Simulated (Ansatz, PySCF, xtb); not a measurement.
Isomers of H2F2Si2. All species are isolated molecules in the gas phase. Strings in code marks are SMILES.

Quantity: electronic energy of isomers of H2F2Si2 relative to `F/[SiH]=[SiH]\F`, in kcal/mol. The restricted reference of `F/[SiH]=[SiH]/F` and `F/[SiH]=[SiH]\F` is unstable towards unrestricted orbitals.

Level 1: frozen-core MP2/cc-pVTZ // r2SCAN-D4/def2-TZVP (Ansatz, a first-principles code)
Level 2: PBE/6-31G* // r2SCAN-D4/def2-TZVP (PySCF)
Level 3: HF/3-21G // r2SCAN-D4/def2-TZVP (PySCF)
Level 4: GFN2-xTB (xtb)

```tsv
species	level 1	level 2	level 3	level 4
`F/[SiH]=[SiH]/F`	1.37	1.61	0.97	-1.97
```
